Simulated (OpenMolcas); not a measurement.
Computed transition rates of Ta I

```
Program             : OpenMolcas 26.06
Method              : MS-CASPT2, IPEA 0.25 Eh, imaginary shift 0.1 Eh (closed shells correlated: 5s 5p 6s)
Basis               : ANO-R3 [9s7p6d4f3g2h]
Scalar Hamiltonian  : X2C, finite nucleus
Active space        : 3 electrons in 5 orbitals (5d)
State averaging     : 2S+1 = 4 even, 10 roots; 2S+1 = 2 even, 40 roots
Spin-orbit coupling : state interaction with AMFI integrals over the reference wave functions, term energies averaged over their components
```

Rates come from the transition moments of the reference wave functions (E1 and E2 in the length form). At fixed line strength A goes as λ^-3 for E1 and M1 and as λ^-5 for E2, so a rate at the computed wavelength can be rescaled to the measured one. Measured vacuum wavelengths follow from level energies in NIST Handbook of Basic Atomic Spectroscopic Data. Branching counts decays inside the model space alone, at computed energies, and the table is only a selection of the E2 and M1 lines, drawn from those between levels with measured partners whose computed energy lies within a factor of 1.5 of the measured one.

```
                Upper           Lower  Type  λ computed (nm)  λ measured (nm)  A computed (s-1)  A rescaled (s-1)  Branching %
       5d3 6s2 4F 5/2  5d3 6s2 4F 3/2    M1             4273             4975          5.03e-01          3.19e-01        100.0
       5d3 6s2 4F 7/2  5d3 6s2 4F 5/2    M1             4637             5118          3.87e-01          2.88e-01        100.0
5d3 6s2 4P 1/2 [66 %]  5d3 6s2 4F 3/2    M1             1138             1653          1.90e-01                           69.6
       5d3 6s2 4P 5/2  5d3 6s2 4F 7/2    M1             1318             1891          1.83e-01                           15.8
       5d3 6s2 4P 5/2  5d3 6s2 4F 5/2    M1             1026             1381          1.42e-01                           12.2
5d3 6s2 4F 9/2 [75 %]  5d3 6s2 4F 7/2    M1             5829             6035          1.14e-01          1.03e-01        100.0
5d3 6s2 4P 1/2 [66 %]  5d3 6s2 4F 3/2    E2             1138             1653          3.73e-02          5.77e-03         13.7
```

Spin-changing lines and M1 lines between different terms are not rescaled, since their strength hangs on the term gaps too.

The largest correction is for 5d3 6s2 4P 1/2 [66 %] → 5d3 6s2 4F 3/2 (E2): 3.73e-02 × (1138 / 1653)^5 = 5.77e-03 s-1, a factor of 0.15.

No measured rate stands beside these. Rescaling mends the energy factor alone: line strengths can still be far off where a level mixes with configurations outside the active space, and weak or spin-changing lines hang on small mixing coefficients that depend on the term gaps too, so rescaling need not improve them.

CASPT2 breaks the degeneracy within a term, and the mean is taken; among the terms shown or strongly mixed into the levels shown the widest spread is 890 cm-1 (5d3 6s2 4F). With the s shell closed, the reference lacks s² → p², s² → d² and s → d mixing, so excited terms can stand far too high and out of order, with CASPT2 too. Some terms miss by over 15 % even with CASPT2, which points to a basis or an active space too small for the shells correlated. Measured partners are found by configuration, term and J. A level has none where our copy of the source lacks it or the pairing is in doubt (some pairs that miss far off the trend of their configuration count as doubtful). Levels of configurations outside the active space are missing.

A share in square brackets marks a mixed level and gives the weight of the term that names it.
